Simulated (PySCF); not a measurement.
# Rh⁺: ionisation energy

Rh⁺ [Kr] 4d8 (3F) → Rh²⁺ [Kr] 4d7 (4F), as a difference of total energies. Computed with PySCF 2.14 in aug-cc-pV5Z-PP with ECP28MDF (8s8p7d5f4g3h2i, 197 functions), with a scalar-relativistic core potential. The calculations carry no spin-orbit coupling.

| method | ionisation energy (eV) |
| --- | --- |
| UHF | 16.096 |
| BLYP | 18.339 |
| PBEsol | 18.360 |

The reference lies between the lowest fine-structure levels, while these numbers refer to the centres of the terms.

For comparison: 18.08 eV (semi-empirical (NIST evaluation); NIST Atomic Spectra Database, ionization energies).
